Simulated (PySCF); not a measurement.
Si(F)2(Me)(SH) (CH4F2SSi), SMILES F[Si](C)(S)F. Atoms are numbered in the order given.

```xyz
9

C     -1.6885    -1.0506    -0.1223
Si    -0.3002     0.1672    -0.0083
F     -0.5257     1.0790     1.3118
F     -0.3201     1.1754    -1.2727
S      1.6558    -0.6838    -0.0081
H     -1.6813    -1.7326     0.7426
H     -2.6573    -0.5261    -0.1368
H     -1.5984    -1.6537    -1.0384
H      1.3908    -1.4733     1.0599
```

Geometry: B3LYP-D3(BJ)/def2-SVP. The values are those of a single conformer.

Calculation: PySCF with SMD-ωB97X/def2-SVP.

Solvation free energies are E(SMD) − E(gas) at the gas-phase geometry, for 1 M in both phases. In vacuum the dipole moment is 2.90 D.

Q: Rank water, tetrahydrofuran, acetone by solvation free energy, most negative first.

A: acetone (-5.7 kcal/mol), tetrahydrofuran (-4.7 kcal/mol), water (-2.1 kcal/mol)
